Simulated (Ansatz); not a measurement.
Reaction (formal loss of a carbene): `C[Si](F)(F)C#N` → `[CH2]` (triplet) + `N#C[SiH](F)F`

Computed with Ansatz on PBE0-D4/def2-TZVP structures; ΔE is electronic, products minus reactants. CCSD(T)/CBS is the MP2 limit (def2-TZVPP, def2-QZVPP) plus CCSD(T) − MP2 in def2-TZVPP, frozen cores. This one scheme is used for every species. Functionals use def2-TZVPP. HSE06 is defined as in plane-wave codes. Triplets are unrestricted, without spin–orbit coupling.

Task: Is it downhill or uphill in electronic energy at CCSD(T)/CBS, and by how much? (Best estimate.)

Result: Computed: Uphill: ΔE = +119.2 kcal/mol.

Task: What do these levels give: PBE-D4, BLYP-D4, B97M-V, HSE06-D4, ωB97X-V, PBE-QIDH, PBE, revPBE, BHLYP, HF/def2-SVP, MP2/def2-SVP, MP2/def2-QZVPP? (An estimate is asked.)

Result: The calculation gave: PBE-D4 121.3, BLYP-D4 117.4, B97M-V 121.1, HSE06-D4 119.5, ωB97X-V 122.0, PBE-QIDH 118.8, PBE 119.7, revPBE 113.5, BHLYP 113.2, HF/def2-SVP 84.5, MP2/def2-SVP 115.4, MP2/def2-QZVPP 121.1 kcal/mol.

Largest T1 diagnostic among the species: 0.013.

From PBE to PBE0 (25 % exact exchange), in def2-TZVPP and without D4, ΔE moves by −1.6 kcal/mol. In def2-TZVPP, CCSD(T) changes the Hartree–Fock value by +32.9 kcal/mol (the triples alone add +2.6 kcal/mol) and MP2 by +36.0 kcal/mol. The D4 term adds +2.5 kcal/mol with B3LYP and +1.4 kcal/mol with PBE0; it sums over pairs of atoms, weighted by their polarisabilities, and B3LYP, whose exchange is more repulsive, gets the larger term.

B3LYP here is the variant with VWN-RPA as its local correlation; programs differ in this.
